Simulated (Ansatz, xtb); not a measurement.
The molecule NaRu, multiplicity 4 (lowest of 2S+1 = 2, 4, 6 at CCSD(T)/def2-TZVPP on PBE0 minima; our sources give no spin for the ground state, which may be another). No spin–orbit coupling. The T1 diagnostic near the minimum is 0.052, so single-reference values are doubtful.

The constants come from a fifth-degree fit in 1/R (seven points, main isotopes). In def2 and cc sets the state is the lowest found near the PBE0 minimum, followed along R.

Run with Ansatz (a first-principles code); xtb for the GFN methods. Each number belongs to the level named beside it. In def2 rows elements past Kr take small-core potentials, without spin–orbit coupling. The GFN methods have no spin term and hold the electronic entropy of 300 K.

```
level                 r_e (Å)  ω_e (cm⁻¹)  B_e (cm⁻¹)  ω_e x_e (cm⁻¹)  dipole (D)
--------------------  -------  ----------  ----------  --------------  ----------
GFN1-xTB                2.770         208       0.117             1.7           -
SVWN5/def2-TZVPP        2.670         217       0.126            0.80        4.46
PBE/def2-TZVPP          2.762         199       0.118            0.83        4.23
r2SCAN/def2-TZVPP       2.754         197       0.118            0.85        4.40
B97M-V/def2-TZVPP       2.812         178       0.114            0.86        4.08
B3LYP/def2-TZVPP        2.773         194       0.117            0.78        4.24
PBE0/def2-TZVPP         2.791         189       0.115            0.83        4.06
BHLYP/def2-TZVPP        2.801         186       0.115            0.74        3.89
CAM-B3LYP/def2-TZVPP    2.754         198       0.118            0.75        4.11
wB97X-V/def2-TZVPP      2.778         198       0.116            0.69        4.28
wB97M-V/def2-TZVPP      2.776         200       0.117            0.62        4.37
B2PLYP/def2-TZVPP       2.751         200       0.119            0.67           -
```

Correlated levels freeze the inner cores; with def2 sets outer-core shells near the valence are correlated too.

Doubts at one or more of the structures used: a spin-contaminated determinant (r2SCAN/def2-TZVPP, B2PLYP/def2-TZVPP).
